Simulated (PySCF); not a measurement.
**Ions at one geometry of [Y(CH3)2]+**

PySCF 2.14.0, RKS PBE0, Y def2-SVP with ECP28, C def2-SVP, H def2-SVP; non-relativistic Hamiltonian with scalar-relativistic core potentials where named; density fitting; no spin-orbit coupling; singlets restricted, open shells unrestricted. The geometry is relaxed for charge +1, singlet, vacuum:

```xyz
9

Y     0.0000    0.0000   -0.3691
C     1.7257   -0.0180    1.0489
H     2.6981    0.2132    0.5744
H     1.5620    0.7164    1.8605
H     1.8238   -1.0055    1.5404
C    -1.7257    0.0180    1.0489
H    -2.6981   -0.2132    0.5744
H    -1.5620   -0.7164    1.8605
H    -1.8238    1.0055    1.5404
```

Energies count from the relaxed state; an electron taken off or put on is at rest in vacuum. Charges and spins are Mulliken's.

```json
{"state": "charge +1, singlet, vacuum", "energy (eV)": "0.00", "spin squared": "0.00", "charge on Y1 (e)": "1.24", "spin on Y1 (e)": "0.00", "dipole about the centre of mass (D)": "4.30"}
{"state": "charge +2, doublet, vacuum", "energy (eV)": "13.93", "spin squared": "0.76", "charge on Y1 (e)": "1.53", "spin on Y1 (e)": "0.28", "dipole about the centre of mass (D)": "1.17"}
```

Task: What does the state charge 0, doublet, vacuum give?

Result: energy (eV) -5.56, spin squared 0.75, charge on Y1 (e) 0.54, spin on Y1 (e) 1.02, dipole about the centre of mass (D) 1.86.

With an electron taken off (doublet) the charges change, summed by element, by Y +0.30 e, C +0.17 e, H +0.53 e. The vertical ionisation energy is 13.93 eV, against −ε(HOMO) = 11.74 eV of the relaxed state. The level lies 2.2 eV too high, as is usual for semilocal functionals and global hybrids, which keep a self-interaction error.

With an electron put on (doublet) the charges change, summed by element, by Y -0.69 e, C +0.03 e, H -0.33 e. The vertical electron affinity is 5.56 eV, against −ε(LUMO) = 7.08 eV of the relaxed state.

Open shells may have lower solutions than those found.
